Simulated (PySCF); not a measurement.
Simulated C 1s region for `[SiH2-]C1CC1`, binding energy against the vacuum level.

Every computed line was given a Gaussian of 0.4 eV full width at half maximum and an area set by the number of equivalent atoms; the highest printed point is 100. Method: PySCF 2.14.0, delta-SCF UKS SCAN, pcX-2 on the ionised atom, pcseg-1 elsewhere, spin-free X2C.

binding energy (eV), intensity and a bar:
```
    284.5          1 
    284.6          3 #
    284.7         10 ###
    284.8         24 #######
    284.9         41 ############
    285.0         50 ###############
    285.1         44 #############
    285.2         27 ########
    285.3         13 ####
    285.4         12 ###
    285.5         27 ########
    285.6         59 ##################
    285.7         91 ###########################
    285.8        100 ##############################
    285.9         78 #######################
    286.0         43 #############
    286.1         17 #####
    286.2          5 #
    286.3          1
```

How many maxima does the curve show, and how many computed lines lie under it?

The curve has 2 maxima (at 285.0 and 285.8 eV). Under it lie 2 lines from 2 inequivalent carbon sites.

Decompose the envelope and assign each component. Numbering: `[SiH2-:1][CH:2]1[CH2:3][CH2:4]1`.

```json
{"position (eV)": "285.01", "relative area": "1", "line": "C 1s", "atoms": "C2", "environment": "sp3 carbon bound to silicon"}
{"position (eV)": "285.78", "relative area": "2", "line": "C 1s", "atoms": "C3/C4", "environment": "three-membered-ring carbon"}
```

What are the centre and the root-mean-square width of the whole band?

The area-weighted mean of the lines is 285.52 eV. Their own spread about it is 0.36 eV (rms) and each Gaussian has σ = 0.4/2.355 = 0.17 eV; the variances add, which gives 0.40 eV.

The listed C 1s values span 0.77 eV, from C2 (bonded to 2 C, H and Si) to C3/C4 (bonded to 2 C and 2 H). Summing the Pauling electronegativity differences to the bonded atoms, each weighted by its formal bond order, gives -1.00 for the lowest site and -0.70 for the highest.

The curve has no shake-up lines and no vibrational structure. Topologically equivalent atoms share the value of their first member; where this conformer doesn't relate them by symmetry, their own values could differ. The species carries charge -1, so core ionisation leaves a neutral species. The basis sets have no added diffuse functions. Geometry: GFN2-xTB, one conformer, isolated ion.

The run took 19 s of wall time on Intel Xeon, one thread (shared host), and the process peaked at 0.43 GiB of memory.
